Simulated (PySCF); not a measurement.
Below is a simulated gas-phase C 1s photoelectron spectrum of `CCC[SiH-]C`.

Every computed line was given a Gaussian of 0.5 eV full width at half maximum and an area set by the number of equivalent atoms; the highest printed point is 100. Level of theory: delta-SCF UKS SCAN, pcX-2 on the ionised atom, pcseg-1 elsewhere, spin-free X2C (PySCF 2.14.0).

binding energy (eV), intensity and a bar:
```
    283.9          0 
    284.0          1 
    284.1          5 #
    284.2         13 ####
    284.3         31 #########
    284.4         57 #################
    284.5         84 #########################
    284.6        100 ##############################
    284.7         95 #############################
    284.8         73 ######################
    284.9         45 #############
    285.0         22 #######
    285.1          9 ###
    285.2          3 #
    285.3          2 
    285.4          3 #
    285.5         10 ###
    285.6         23 #######
    285.7         45 #############
    285.8         71 #####################
    285.9         92 ############################
    286.0         97 #############################
    286.1         83 #########################
    286.2         58 #################
    286.3         33 ##########
    286.4         15 #####
    286.5          6 ##
    286.6          2 
    286.7          0
```

Count the maxima, the lines and the sites behind this envelope.

The curve has 2 maxima (at 284.6 and 286.0 eV). Under it lie 4 lines from 4 inequivalent carbon sites. At this width some lines have no maximum of their own.

Decompose the envelope and assign each component. Numbering: `[CH3:1][CH2:2][CH2:3][SiH-:4][CH3:5]`.

| position (eV) | relative area | line | atoms | environment |
| --- | --- | --- | --- | --- |
| 284.61 | 1 | C 1s | C3 | sp3 carbon bound to silicon |
| 284.65 | 1 | C 1s | C5 | Si-methyl carbon |
| 285.92 | 1 | C 1s | C1 | methyl carbon |
| 286.04 | 1 | C 1s | C2 | chain CH2 carbon |

Lowest listed C 1s: C3, bonded to C, 2 H and Si. Highest, 1.43 eV above it: C2, bonded to 2 C and 2 H. The values 284.61 and 284.65 eV lie too close for their order to be trusted.

The curve has no shake-up lines and no vibrational structure. The species carries charge -1, so core ionisation leaves a neutral species. The basis sets have no added diffuse functions. Isolated species at its GFN2-xTB geometry (one conformer only).

Conformer computed: `[CH3:1][CH2:2][CH2:3][SiH-:4][CH3:5]`: C1–C2–C3–Si4 -65°, C2–C3–Si4–C5 -74°.
